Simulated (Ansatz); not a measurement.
## Molecular dynamics of CH$_{7}$GeNSi

input.yaml

```yaml
crystal:
  periodic: [false, false, false]
  atoms:
    - { symbol: "N", position_ang: [0.194958, 1.619727, -0.561325] }
    - { symbol: C, position_ang: [-0.011327, 0.471723, -0.046174] }
    - { symbol: Si, position_ang: [1.188707, 0.144234, 1.373008] }
    - { symbol: Ge, position_ang: [-1.082741, -0.823403, -1.015624] }
    - { symbol: H, position_ang: [-0.345235, 1.771529, -1.410623] }
    - { symbol: H, position_ang: [0.754873, -0.881235, 2.404713] }
    - { symbol: H, position_ang: [1.243335, 1.481013, 1.979877] }
    - { symbol: H, position_ang: [2.502567, -0.470379, 1.006117] }
    - { symbol: H, position_ang: [-2.073265, -1.478715, -0.1326] }
    - { symbol: H, position_ang: [-1.835791, 0.054717, -2.011878] }
    - { symbol: H, position_ang: [-0.322834, -1.928865, -1.658956] }
basis:
  gaussian: { orbitals: def2-SVP }
hamiltonian:
  xc: hf
md:
  timestep: 0.5
  n_steps: 250
  ensemble: nvt_langevin
  temperature: 400.0
  initial_velocities: maxwell_boltzmann
  seed: 490924
  friction: 0.001
  temperature_schedule:
    - { n_steps: 62, end_temperature: 400.0 }
    - { n_steps: 188, end_temperature: 10.0 }
```

Run as:

```bash
$ ansatz run input.yaml --threads 2 --pin off --max-ram 3072MiB --backend cpu --events-out ev --progress --plain --runs-dir out
```

It goes on from the last frame of an earlier run, with new velocities.

Output, in part (one step line in 3, the closing report, with atoms numbered from 0):

```
md step     0: t =     0.00 fs  T =   363.6 K (target 400.0 K)  F+E_penalty+E_count = -66945.54357865 eV  E_kin = 0.517040 eV  (38 SCF iters)
md step     3: t =     1.50 fs  T =   382.5 K (target 400.0 K)  F+E_penalty+E_count = -66945.55566643 eV  E_kin = 0.543810 eV  (39 SCF iters)
md step     6: t =     3.00 fs  T =   389.6 K (target 400.0 K)  F+E_penalty+E_count = -66945.55264393 eV  E_kin = 0.553893 eV  (39 SCF iters)
md step     9: t =     4.50 fs  T =   364.0 K (target 400.0 K)  F+E_penalty+E_count = -66945.50774992 eV  E_kin = 0.517520 eV  (39 SCF iters)
md step    12: t =     6.00 fs  T =   318.0 K (target 400.0 K)  F+E_penalty+E_count = -66945.44694173 eV  E_kin = 0.452162 eV  (32 SCF iters)
md step    15: t =     7.50 fs  T =   308.7 K (target 400.0 K)  F+E_penalty+E_count = -66945.44503155 eV  E_kin = 0.438966 eV  (32 SCF iters)
md step    18: t =     9.00 fs  T =   354.4 K (target 400.0 K)  F+E_penalty+E_count = -66945.49513066 eV  E_kin = 0.503973 eV  (30 SCF iters)
md step    21: t =    10.50 fs  T =   368.0 K (target 400.0 K)  F+E_penalty+E_count = -66945.52566724 eV  E_kin = 0.523203 eV  (38 SCF iters)
md step    24: t =    12.00 fs  T =   364.9 K (target 400.0 K)  F+E_penalty+E_count = -66945.51770945 eV  E_kin = 0.518821 eV  (37 SCF iters)
md step    27: t =    13.50 fs  T =   383.8 K (target 400.0 K)  F+E_penalty+E_count = -66945.51981652 eV  E_kin = 0.545660 eV  (37 SCF iters)
md step    30: t =    15.00 fs  T =   423.4 K (target 400.0 K)  F+E_penalty+E_count = -66945.58171775 eV  E_kin = 0.602022 eV  (36 SCF iters)
md step    33: t =    16.50 fs  T =   483.1 K (target 400.0 K)  F+E_penalty+E_count = -66945.67677486 eV  E_kin = 0.686898 eV  (37 SCF iters)
md step    36: t =    18.00 fs  T =   475.9 K (target 400.0 K)  F+E_penalty+E_count = -66945.68474468 eV  E_kin = 0.676687 eV  (37 SCF iters)
md step    39: t =    19.50 fs  T =   402.2 K (target 400.0 K)  F+E_penalty+E_count = -66945.58569660 eV  E_kin = 0.571846 eV  (38 SCF iters)
md step    42: t =    21.00 fs  T =   326.7 K (target 400.0 K)  F+E_penalty+E_count = -66945.48030340 eV  E_kin = 0.464536 eV  (38 SCF iters)
md step    45: t =    22.50 fs  T =   288.7 K (target 400.0 K)  F+E_penalty+E_count = -66945.43335721 eV  E_kin = 0.410475 eV  (30 SCF iters)
md step    48: t =    24.00 fs  T =   286.5 K (target 400.0 K)  F+E_penalty+E_count = -66945.42532791 eV  E_kin = 0.407385 eV  (32 SCF iters)
md step    51: t =    25.50 fs  T =   288.8 K (target 400.0 K)  F+E_penalty+E_count = -66945.42597482 eV  E_kin = 0.410629 eV  (31 SCF iters)
md step    54: t =    27.00 fs  T =   253.5 K (target 400.0 K)  F+E_penalty+E_count = -66945.38487768 eV  E_kin = 0.360492 eV  (31 SCF iters)
md step    57: t =    28.50 fs  T =   227.1 K (target 400.0 K)  F+E_penalty+E_count = -66945.33383786 eV  E_kin = 0.322968 eV  (31 SCF iters)
md step    60: t =    30.00 fs  T =   271.8 K (target 400.0 K)  F+E_penalty+E_count = -66945.40496135 eV  E_kin = 0.386523 eV  (32 SCF iters)
md step    63: t =    31.50 fs  T =   376.2 K (target 399.0 K)  F+E_penalty+E_count = -66945.54889635 eV  E_kin = 0.534866 eV  (36 SCF iters)
md step    66: t =    33.00 fs  T =   428.0 K (target 392.7 K)  F+E_penalty+E_count = -66945.61676191 eV  E_kin = 0.608564 eV  (39 SCF iters)
md step    69: t =    34.50 fs  T =   441.2 K (target 386.5 K)  F+E_penalty+E_count = -66945.63230827 eV  E_kin = 0.627285 eV  (37 SCF iters)
md step    72: t =    36.00 fs  T =   418.8 K (target 380.3 K)  F+E_penalty+E_count = -66945.61117444 eV  E_kin = 0.595446 eV  (38 SCF iters)
md step    75: t =    37.50 fs  T =   374.7 K (target 374.1 K)  F+E_penalty+E_count = -66945.55745380 eV  E_kin = 0.532726 eV  (38 SCF iters)
md step    78: t =    39.00 fs  T =   353.6 K (target 367.8 K)  F+E_penalty+E_count = -66945.52751507 eV  E_kin = 0.502777 eV  (31 SCF iters)
md step    81: t =    40.50 fs  T =   316.9 K (target 361.6 K)  F+E_penalty+E_count = -66945.48456701 eV  E_kin = 0.450537 eV  (39 SCF iters)
md step    84: t =    42.00 fs  T =   238.7 K (target 355.4 K)  F+E_penalty+E_count = -66945.37054808 eV  E_kin = 0.339403 eV  (31 SCF iters)
md step    87: t =    43.50 fs  T =   183.1 K (target 349.2 K)  F+E_penalty+E_count = -66945.28381217 eV  E_kin = 0.260348 eV  (32 SCF iters)
md step    90: t =    45.00 fs  T =   200.3 K (target 343.0 K)  F+E_penalty+E_count = -66945.30594713 eV  E_kin = 0.284833 eV  (31 SCF iters)
md step    93: t =    46.50 fs  T =   235.1 K (target 336.7 K)  F+E_penalty+E_count = -66945.35393428 eV  E_kin = 0.334299 eV  (38 SCF iters)
md step    96: t =    48.00 fs  T =   269.2 K (target 330.5 K)  F+E_penalty+E_count = -66945.39910700 eV  E_kin = 0.382765 eV  (37 SCF iters)
md step    99: t =    49.50 fs  T =   313.5 K (target 324.3 K)  F+E_penalty+E_count = -66945.46127412 eV  E_kin = 0.445730 eV  (37 SCF iters)
md step   102: t =    51.00 fs  T =   364.3 K (target 318.1 K)  F+E_penalty+E_count = -66945.51765972 eV  E_kin = 0.517950 eV  (37 SCF iters)
md step   105: t =    52.50 fs  T =   408.8 K (target 311.8 K)  F+E_penalty+E_count = -66945.59837633 eV  E_kin = 0.581244 eV  (38 SCF iters)
md step   108: t =    54.00 fs  T =   465.9 K (target 305.6 K)  F+E_penalty+E_count = -66945.68812819 eV  E_kin = 0.662490 eV  (37 SCF iters)
md step   111: t =    55.50 fs  T =   476.8 K (target 299.4 K)  F+E_penalty+E_count = -66945.68672843 eV  E_kin = 0.677983 eV  (37 SCF iters)
md step   114: t =    57.00 fs  T =   413.0 K (target 293.2 K)  F+E_penalty+E_count = -66945.60639085 eV  E_kin = 0.587192 eV  (38 SCF iters)
md step   117: t =    58.50 fs  T =   359.1 K (target 286.9 K)  F+E_penalty+E_count = -66945.52899491 eV  E_kin = 0.510524 eV  (32 SCF iters)
md step   120: t =    60.00 fs  T =   334.9 K (target 280.7 K)  F+E_penalty+E_count = -66945.50442075 eV  E_kin = 0.476223 eV  (31 SCF iters)
md step   123: t =    61.50 fs  T =   347.1 K (target 274.5 K)  F+E_penalty+E_count = -66945.52054014 eV  E_kin = 0.493488 eV  (38 SCF iters)
md step   126: t =    63.00 fs  T =   336.6 K (target 268.3 K)  F+E_penalty+E_count = -66945.50330525 eV  E_kin = 0.478574 eV  (36 SCF iters)
md step   129: t =    64.50 fs  T =   277.7 K (target 262.0 K)  F+E_penalty+E_count = -66945.43417869 eV  E_kin = 0.394849 eV  (37 SCF iters)
md step   132: t =    66.00 fs  T =   268.1 K (target 255.8 K)  F+E_penalty+E_count = -66945.42348584 eV  E_kin = 0.381138 eV  (31 SCF iters)
md step   135: t =    67.50 fs  T =   323.2 K (target 249.6 K)  F+E_penalty+E_count = -66945.50418598 eV  E_kin = 0.459545 eV  (37 SCF iters)
md step   138: t =    69.00 fs  T =   373.0 K (target 243.4 K)  F+E_penalty+E_count = -66945.57690101 eV  E_kin = 0.530402 eV  (38 SCF iters)
md step   141: t =    70.50 fs  T =   398.8 K (target 237.2 K)  F+E_penalty+E_count = -66945.61055732 eV  E_kin = 0.567034 eV  (39 SCF iters)
md step   144: t =    72.00 fs  T =   390.5 K (target 230.9 K)  F+E_penalty+E_count = -66945.59624726 eV  E_kin = 0.555188 eV  (39 SCF iters)
md step   147: t =    73.50 fs  T =   338.1 K (target 224.7 K)  F+E_penalty+E_count = -66945.51964336 eV  E_kin = 0.480743 eV  (38 SCF iters)
md step   150: t =    75.00 fs  T =   307.9 K (target 218.5 K)  F+E_penalty+E_count = -66945.47694554 eV  E_kin = 0.437754 eV  (39 SCF iters)
md step   153: t =    76.50 fs  T =   294.3 K (target 212.3 K)  F+E_penalty+E_count = -66945.45697613 eV  E_kin = 0.418512 eV  (39 SCF iters)
md step   156: t =    78.00 fs  T =   249.9 K (target 206.0 K)  F+E_penalty+E_count = -66945.40122859 eV  E_kin = 0.355393 eV  (38 SCF iters)
md step   159: t =    79.50 fs  T =   225.6 K (target 199.8 K)  F+E_penalty+E_count = -66945.36132937 eV  E_kin = 0.320835 eV  (30 SCF iters)
md step   162: t =    81.00 fs  T =   231.8 K (target 193.6 K)  F+E_penalty+E_count = -66945.38034528 eV  E_kin = 0.329613 eV  (30 SCF iters)
md step   165: t =    82.50 fs  T =   245.3 K (target 187.4 K)  F+E_penalty+E_count = -66945.40825927 eV  E_kin = 0.348830 eV  (31 SCF iters)
md step   168: t =    84.00 fs  T =   283.7 K (target 181.1 K)  F+E_penalty+E_count = -66945.46118864 eV  E_kin = 0.403444 eV  (30 SCF iters)
md step   171: t =    85.50 fs  T =   330.7 K (target 174.9 K)  F+E_penalty+E_count = -66945.53147570 eV  E_kin = 0.470154 eV  (38 SCF iters)
md step   174: t =    87.00 fs  T =   347.9 K (target 168.7 K)  F+E_penalty+E_count = -66945.55341913 eV  E_kin = 0.494636 eV  (39 SCF iters)
md step   177: t =    88.50 fs  T =   353.3 K (target 162.5 K)  F+E_penalty+E_count = -66945.56836199 eV  E_kin = 0.502361 eV  (39 SCF iters)
md step   180: t =    90.00 fs  T =   375.4 K (target 156.2 K)  F+E_penalty+E_count = -66945.60662140 eV  E_kin = 0.533809 eV  (38 SCF iters)
md step   183: t =    91.50 fs  T =   345.6 K (target 150.0 K)  F+E_penalty+E_count = -66945.56537191 eV  E_kin = 0.491424 eV  (40 SCF iters)
md step   186: t =    93.00 fs  T =   285.7 K (target 143.8 K)  F+E_penalty+E_count = -66945.46841579 eV  E_kin = 0.406232 eV  (32 SCF iters)
md step   189: t =    94.50 fs  T =   246.8 K (target 137.6 K)  F+E_penalty+E_count = -66945.40771409 eV  E_kin = 0.350878 eV  (33 SCF iters)
md step   192: t =    96.00 fs  T =   235.5 K (target 131.4 K)  F+E_penalty+E_count = -66945.39385539 eV  E_kin = 0.334779 eV  (31 SCF iters)
md step   195: t =    97.50 fs  T =   270.8 K (target 125.1 K)  F+E_penalty+E_count = -66945.44381341 eV  E_kin = 0.385038 eV  (32 SCF iters)
md step   198: t =    99.00 fs  T =   344.4 K (target 118.9 K)  F+E_penalty+E_count = -66945.53989794 eV  E_kin = 0.489658 eV  (36 SCF iters)
md step   201: t =   100.50 fs  T =   364.9 K (target 112.7 K)  F+E_penalty+E_count = -66945.56449437 eV  E_kin = 0.518830 eV  (37 SCF iters)
md step   204: t =   102.00 fs  T =   341.1 K (target 106.5 K)  F+E_penalty+E_count = -66945.53082001 eV  E_kin = 0.484929 eV  (29 SCF iters)
md step   207: t =   103.50 fs  T =   340.9 K (target 100.2 K)  F+E_penalty+E_count = -66945.53891204 eV  E_kin = 0.484741 eV  (30 SCF iters)
md step   210: t =   105.00 fs  T =   373.3 K (target 94.0 K)  F+E_penalty+E_count = -66945.58141944 eV  E_kin = 0.530732 eV  (38 SCF iters)
md step   213: t =   106.50 fs  T =   380.7 K (target 87.8 K)  F+E_penalty+E_count = -66945.59418862 eV  E_kin = 0.541234 eV  (37 SCF iters)
md step   216: t =   108.00 fs  T =   351.7 K (target 81.6 K)  F+E_penalty+E_count = -66945.55372099 eV  E_kin = 0.500001 eV  (38 SCF iters)
md step   219: t =   109.50 fs  T =   277.5 K (target 75.3 K)  F+E_penalty+E_count = -66945.45088213 eV  E_kin = 0.394624 eV  (39 SCF iters)
md step   222: t =   111.00 fs  T =   231.8 K (target 69.1 K)  F+E_penalty+E_count = -66945.38492587 eV  E_kin = 0.329579 eV  (39 SCF iters)
md step   225: t =   112.50 fs  T =   253.8 K (target 62.9 K)  F+E_penalty+E_count = -66945.41645728 eV  E_kin = 0.360899 eV  (31 SCF iters)
md step   228: t =   114.00 fs  T =   298.3 K (target 56.7 K)  F+E_penalty+E_count = -66945.47696481 eV  E_kin = 0.424153 eV  (38 SCF iters)
md step   231: t =   115.50 fs  T =   325.0 K (target 50.5 K)  F+E_penalty+E_count = -66945.51323887 eV  E_kin = 0.462141 eV  (37 SCF iters)
md step   234: t =   117.00 fs  T =   340.2 K (target 44.2 K)  F+E_penalty+E_count = -66945.53783192 eV  E_kin = 0.483683 eV  (38 SCF iters)
md step   237: t =   118.50 fs  T =   361.3 K (target 38.0 K)  F+E_penalty+E_count = -66945.56970407 eV  E_kin = 0.513647 eV  (31 SCF iters)
md step   240: t =   120.00 fs  T =   417.5 K (target 31.8 K)  F+E_penalty+E_count = -66945.64818281 eV  E_kin = 0.593636 eV  (38 SCF iters)
md step   243: t =   121.50 fs  T =   459.2 K (target 25.6 K)  F+E_penalty+E_count = -66945.71284586 eV  E_kin = 0.652974 eV  (37 SCF iters)
md step   246: t =   123.00 fs  T =   432.9 K (target 19.3 K)  F+E_penalty+E_count = -66945.67703207 eV  E_kin = 0.615495 eV  (37 SCF iters)
md step   249: t =   124.50 fs  T =   364.9 K (target 13.1 K)  F+E_penalty+E_count = -66945.58311687 eV  E_kin = 0.518774 eV  (36 SCF iters)
md step   250: t =   125.00 fs  T =   349.0 K (target 11.0 K)  F+E_penalty+E_count = -66945.56012594 eV  E_kin = 0.496179 eV  (38 SCF iters)
Total energy: -66945.56012594 eV, -2460.2039572978 hartree
Atom 0 at    -0.431048     1.746821    -0.638602 Å, force     1.325654     1.302152     0.522191 eV/Å
Atom 1 at    -0.079671     0.633351    -0.191039 Å, force    -0.315290    -1.077155    -0.242170 eV/Å
Atom 2 at     1.109499     0.587976     1.312237 Å, force    -0.004945    -0.739482    -0.284207 eV/Å
Atom 3 at    -1.011773    -1.017067    -0.885063 Å, force    -0.879669    -0.180742     1.188352 eV/Å
Atom 4 at    -0.983377     1.723331    -1.455730 Å, force    -1.092342    -0.160489    -0.704137 eV/Å
Atom 5 at     0.872460    -0.768820     1.879509 Å, force    -0.121266     0.239490     0.427977 eV/Å
Atom 6 at     0.705579     1.724532     2.163488 Å, force     0.302823    -0.097033     0.215751 eV/Å
Atom 7 at     2.580478     0.502047     0.992506 Å, force    -0.503605     0.508119    -0.130873 eV/Å
Atom 8 at    -1.662132    -1.737437     0.436919 Å, force     0.542601     0.581412    -1.333217 eV/Å
Atom 9 at    -2.177593    -0.546123    -1.851214 Å, force     0.688465    -0.236324     0.461968 eV/Å
Atom 10 at    -0.069029    -1.995124    -1.573594 Å, force     0.057574    -0.139947    -0.121634 eV/Å
Dipole moment:    -0.028473    -0.198138    -0.151796 e Å
```

All steps were run. The schedule's set-point averaged 140 K over the second half and the system 324 K, so it lags behind the ramp. A run of 0.12 ps of so small a system gives no equilibrium averages.

The same pairs are bonded in the first frame and the last. Pairs count as bonded within 1.25 times the sum of covalent radii (0.12 Å more for H–H).

Last frame:

```xyz
11
Properties=species:S:1:pos:R:3
N -0.431 1.747 -0.639
C -0.080 0.633 -0.191
Si 1.109 0.588 1.312
Ge -1.012 -1.017 -0.885
H -0.983 1.723 -1.456
H 0.873 -0.769 1.879
H 0.706 1.724 2.163
H 2.580 0.502 0.993
H -1.662 -1.737 0.437
H -2.178 -0.546 -1.851
H -0.069 -1.995 -1.574
```

The run took 13 min on 2 threads of Arm Neoverse N1, on a shared host, peak memory 0.25 GiB.
